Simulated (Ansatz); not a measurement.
This geometry of C$_{2}$H$_{11}$NSSi$_{2}$ (17 atoms, charge 0, multiplicity 1) is a first-order saddle point.

Theory: RKS r2SCAN/STO-3G in Ansatz.

```xyz
17
Properties=species:S:1:pos:R:3
C 0.686 -1.081 1.176
C 0.707 -0.467 -0.260
N 2.177 -0.166 -0.687
S -0.063 -1.715 -1.383
Si -0.179 1.229 -0.297
Si -2.346 1.107 0.318
H 1.220 -2.045 1.198
H -0.344 -1.253 1.520
H 1.176 -0.399 1.887
H 2.757 -0.543 0.121
H 2.371 -0.912 -1.422
H -0.112 -0.871 -2.449
H 0.546 2.123 0.582
H -0.069 1.740 -1.647
H -2.949 2.422 0.332
H -3.110 0.283 -0.592
H -2.489 0.547 1.644
```

**Question.** Which two structures does it join? (They come from a converged band through this point; their orientation in space is the band's.)

**Answer.** No bond is made or broken. The dihedral S4–C2–N3–H11 goes from -65 to 54°.

Image 0:

```xyz
17
Properties=species:S:1:pos:R:3
C 0.601 -1.255 0.982
C 0.647 -0.490 -0.384
N 2.088 -0.272 -0.873
S -0.189 -1.574 -1.622
Si -0.153 1.243 -0.243
Si -2.267 1.159 0.532
H 1.110 -2.228 0.898
H -0.436 -1.439 1.301
H 1.103 -0.671 1.769
H 2.567 0.192 -0.043
H 2.515 -1.247 -0.833
H 0.093 -0.748 -2.665
H 0.680 2.037 0.639
H -0.109 1.857 -1.553
H -2.841 2.486 0.589
H -3.109 0.348 -0.319
H -2.319 0.602 1.866
```

Image 6:

```xyz
17
Properties=species:S:1:pos:R:3
C 0.751 -1.025 1.298
C 0.724 -0.489 -0.168
N 2.181 -0.249 -0.558
S -0.136 -1.798 -1.179
Si -0.143 1.215 -0.255
Si -2.336 1.090 0.249
H 1.268 -1.996 1.343
H -0.267 -1.160 1.690
H 1.291 -0.320 1.946
H 2.623 -1.217 -0.546
H 2.153 -0.048 -1.601
H -0.183 -1.034 -2.305
H 0.545 2.123 0.639
H 0.037 1.705 -1.606
H -2.913 2.414 0.327
H -3.067 0.349 -0.756
H -2.548 0.441 1.524
```

**Question.** How far does it lie above each of them?

**Answer.** 3.0 kcal/mol above the first and 4.1 kcal/mol above the second. This is the barrier of this one path; another mechanism may lie lower. Limits of this set-up: minimal basis.

Run time: 110 s on 1 thread of AMD EPYC 9R45 96-Core Processor (Zen 5), on a shared host, peak memory 0.17 GiB.
